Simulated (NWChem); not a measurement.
Species: C2H6Si; SMILES C=C[SiH3]

Computed with NWChem. Pople sets run with spherical d functions. Geometry: optimised at PBE0/def2-SVP. Level: M06-2X/6-31G* with SMD (1 M gas to 1 M solution), gas-phase geometry. Reactions with the solvent are ignored.

### Question
Among these, which solvent gives the highest value of “solvation free energy (kcal/mol)”?
(A) ethylene glycol
(B) toluene
(C) ethanol
(D) water

### Answer
D, water. Values: toluene -1.1; ethanol -0.8; ethylene glycol 1.3; water 2.4
